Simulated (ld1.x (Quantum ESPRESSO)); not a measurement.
**An all-electron radial function and its pseudo partner (strontium (Sr))**

Columns: radius, all-electron u(r) and pseudo u(r) of the 5s shell (level -3.59 eV) of strontium in the configuration [Kr] 4d0 5s2 5p0; LDA (PZ), non-relativistic, TM scheme, ld1.x (Quantum ESPRESSO) 7.5.

| r (bohr) | all-electron | pseudo |
| --- | --- | --- |
| 0.205 | -0.0042 | 0.0469 |
| 0.410 | 0.1435 | 0.0882 |
| 0.615 | -0.0216 | 0.1191 |
| 0.820 | -0.1877 | 0.1378 |
| 1.025 | -0.2497 | 0.1461 |
| 1.230 | -0.2195 | 0.1493 |
| 1.435 | -0.1335 | 0.1540 |
| 1.640 | -0.0231 | 0.1666 |
| 1.845 | 0.0910 | 0.1929 |
| 2.050 | 0.1969 | 0.2369 |
| 2.255 | 0.2889 | 0.2978 |
| 2.460 | 0.3649 | 0.3654 |
| 2.665 | 0.4250 | 0.4250 |
| 2.870 | 0.4704 | 0.4704 |
| 3.075 | 0.5028 | 0.5028 |
| 3.280 | 0.5238 | 0.5238 |
| 3.485 | 0.5352 | 0.5352 |
| 3.690 | 0.5383 | 0.5383 |
| 3.895 | 0.5348 | 0.5348 |
| 4.100 | 0.5258 | 0.5258 |
| 4.305 | 0.5124 | 0.5124 |
| 4.510 | 0.4956 | 0.4956 |
| 4.715 | 0.4762 | 0.4762 |
| 4.920 | 0.4549 | 0.4549 |
| 5.125 | 0.4324 | 0.4324 |
| 5.330 | 0.4091 | 0.4091 |

How many radial nodes do the two functions have?

The all-electron 5s function has n − l − 1 = 4 (the table is too coarse to show those close to the nucleus); the pseudo-wave has 0, since the states of the same l below it are removed with the core.

At about which radius was the pseudo-wave matched?

2.70 bohr, where the columns begin to agree (steps of 0.20 bohr).

Is the pseudo-wave norm-conserving?

Yes: the TM scheme keeps the norm inside the radius equal to the all-electron one, which fixes the energy derivative of the logarithmic derivative at the level.
